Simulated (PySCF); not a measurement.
**Mass spectrum arithmetic for `C[C@]12[C@H]3[C@@H]4[C@@H]5[C@H]3[C@H]1[C@]5(C#N)[C@@H]42`**

Species: `C[C@]12[C@H]3[C@@H]4[C@@H]5[C@H]3[C@H]1[C@]5(C#N)[C@@H]42`.

Calculated for natural abundance.

(1) Find the molar and monoisotopic masses of C10H9N.

(2) Give the isotope pattern of the molecular ion M+•, merging species of the same nominal mass.

(3) What resolving power m/Δm just matches the spacing of the species with one 15N and with one 13C?

(4) How much CO2 and H2O would complete combustion of 20.00 mg give?

(5) Find the degree of unsaturation and check the nitrogen rule.

(6) Which m/z would the protonated, sodiated and deprotonated molecule have?

Answers

(1) For C10H9N, with standard atomic weights, 10 × 12.011 + 1 × 14.007 + 9 × 1.008 = 143.189 g/mol. From the most abundant isotopes (12C, 14N, 1H), 10 × 12.000000 + 1 × 14.003074 + 9 × 1.007825 = 143.0735 u.

(2) 
```tsv
nominal mass	m/z (centroid)	relative intensity
143	143.0730	100.0
144	144.0761	11.3
145	145.0793	0.6
```

Lines under 0.1 % of the tallest are left out. One electron mass, 0.00055 u, is taken off.

(3) They lie 0.00632 u apart at mass 144.07, so m/Δm is about 23000.

(4) 139.68 μmol of compound give 61.47 mg CO2 and 11.32 mg H2O.

(5) (2 × 10 + 2 + 1 − 9)/2 = 7; the structure has 5 rings and 2 π bonds. The nominal mass 143 is odd, with 1 nitrogen, as the rule says.

(6) [M+H]+ 144.0808, [M+Na]+ 166.0627, [M−H]− 142.0662, for the monoisotopic species (arithmetic only; whether such ions form is another matter).
